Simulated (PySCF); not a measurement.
**NMR parameters of BEt2(CCH)**

BEt2(CCH), C6H11B, point group C1.

Bonds: B1-C2, B1-C9, B1-C16, C2-C3, C9-C10, C16-C17. C2 carries H4, H5; C3 carries H6, H7, H8; C9 carries H11, H12; C10 carries H13, H14, H15; C17 carries H18.

GIAO calculations in PySCF 2.14 on the PBE0-D3(BJ)/def2-SVP structure: isolated species, non-relativistic, equivalent atoms averaged; basis pcSseg-1.

Question: Give the isotropic shieldings (ppm) with KT2, PBE0.

Answer: 
| atoms | environment | KT2 | PBE0 |
| --- | --- | --- | --- |
| C17 | carbon bonded to C, H | 68.9 | 60.8 |
| C16 | carbon bonded to C, B | 89.4 | 86.7 |
| C2/C9 | carbon bonded to C, B, 2 H | 157.6 | 160.6 |
| C3/C10 | carbon bonded to C, 3 H | 174.0 | 176.1 |
| B1 | boron bonded to 3 C | 33.1 | 27.7 |
| H18 | hydrogen on a carbon bonded to C | 26.62 | 27.00 |
| H4/H5/H11/H12 | hydrogen on a carbon bonded to C, B | 29.78 | 29.95 |
| H6/H7/H8/H13/H14/H15 | hydrogen on a carbon bonded to C | 30.20 | 30.32 |
| HOMO–LUMO gap (eV) | – | 3.87 | 6.04 |

Question: And the chemical shifts, against references computed in the same way?

Answer: 
```tsv
atoms	nucleus, reference	KT2	PBE0
C17	¹³C, TMS	114.3	123.6
C16	¹³C, TMS	93.8	97.7
C2/C9	¹³C, TMS	25.6	23.8
C3/C10	¹³C, TMS	9.3	8.3
B1	¹¹B, BF3·OEt2	66.8	73.0
H18	¹H, TMS	4.56	4.27
H4/H5/H11/H12	¹H, TMS	1.40	1.32
H6/H7/H8/H13/H14/H15	¹H, TMS	0.97	0.95
```

Question: Which part of the shielding of C17 depends on the functional?

Answer: Diamagnetic: KT2 262, PBE0 264 ppm; paramagnetic: KT2 -193, PBE0 -203 ppm. The diamagnetic part, set mainly by inner electrons, hardly moves; the paramagnetic part goes with low-lying magnetically allowed excitations and carries the spread.

Question: What couplings does B3LYP/pcJ-1 (spin–dipole term only in couplings to heteroatoms) give?

Answer: ¹J(C17,H18) = 261.7, ¹J(C16,C17) = 155.6, ¹J(C3,H6) = 134.6, ¹J(C2,H4) = 129.0, ¹J(B1,C16) = 89.9, ¹J(B1,C2) = 54.4, ¹J(C2,C3) = 29.1, ²J(C16,H18) = 44.6, ²J(B1,C17) = 16.6, ²J(H6,H7) = -14.2, ²J(H4,H5) = -10.3, ²J(C3,H4) = -5.9, ²J(C2,C16) = 5.7, ²J(B1,H4) = -5.3 Hz (averaged over equivalent pairs; isotopes ¹³C, ¹H, ¹¹B).
